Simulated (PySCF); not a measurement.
Si(H)(Cl)(Me)(NH2) (CH₆ClNSi), SMILES C[SiH](N)Cl. Atoms are numbered in the order given.

```xyz
10

Si    -0.2513    -0.0426     0.5052
C      1.2332    -1.0379     1.0660
N     -1.5421    -1.1224     0.0881
Cl     0.4036     1.1838    -1.0867
H     -0.7808     0.8952     1.5469
H      0.9741    -1.6620     1.9448
H      1.5846    -1.7040     0.2517
H      2.0725    -0.3675     1.3370
H     -1.3399    -1.8875    -0.5623
H     -2.4577    -0.7189    -0.1301
```

The structure is a stationary point at PBE-D3(BJ)/def2-SVP. Other conformers were not sampled.

All values below come from PBE-D3(BJ)/def2-SVP (PySCF).

Frequencies are harmonic and unscaled.

Computed vibrational spectrum:
```csv
mode,ν (cm⁻¹),IR (km/mol),moving atoms (share of kinetic energy)
1,147,0.2,H 96 %
2,183,6.6,"H 36 %, C 28 %, Cl 19 %, Si 11 %"
3,205,6.7,"H 42 %, N 25 %, Cl 12 %, C 11 %, Si 10 %"
4,248,6.5,"H 38 %, Si 26 %, Cl 16 %, N 15 %"
5,294,22.7,"H 67 %, N 15 %, Si 12 %"
6,464,56.0,"H 50 %, N 23 %, Cl 18 %, Si 10 %"
7,497,205.9,"Si 33 %, Cl 27 %, H 27 %, N 9 %"
8,618,14.9,H 92 %
9,687,33.4,"C 40 %, H 30 %, Si 24 %"
10,740,2.5,"H 79 %, C 15 %"
11,808,8.7,"H 62 %, N 20 %, C 10 %"
12,847,167.0,"H 77 %, Si 12 %, C 9 %"
13,871,62.4,"H 48 %, N 24 %, Si 22 %"
14,899,158.5,"H 62 %, Si 23 %, N 13 %"
15,1220,27.9,"H 77 %, C 22 %"
16,1378,4.5,H 96 %
17,1382,3.2,H 96 %
18,1499,38.7,"H 90 %, N 10 %"
19,2193,117.1,H 97 %
20,2980,1.0,H 97 %
21,3080,2.2,"H 91 %, C 9 %"
22,3091,1.8,"H 91 %, C 9 %"
23,3478,22.2,H 96 %
24,3571,24.2,"H 91 %, N 9 %"
```
